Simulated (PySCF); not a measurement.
Radial density of Pd (palladium, neutral)

UHF, [Kr] 4d10, closed-shell 1S. All numbers are calculated (PySCF 2.14, a scalar-relativistic core potential, in def2-TZVP with the def2 core potential (28 electrons)). This is the valence pseudo-density: the core potential removes the inner electrons and smooths the orbitals near the nucleus.

```tsv
r (bohr)	4πr²ρ (e/bohr)
0.0339	1.059e-05
0.0569	4.944e-05
0.0958	0.0003803
0.161	0.004659
0.271	0.08249
0.456	1.978
0.767	14.52
1.29	12.10
2.17	2.667
3.65	0.2995
6.14	0.002750
```

Energies and moments cover only the electrons outside the core potential.
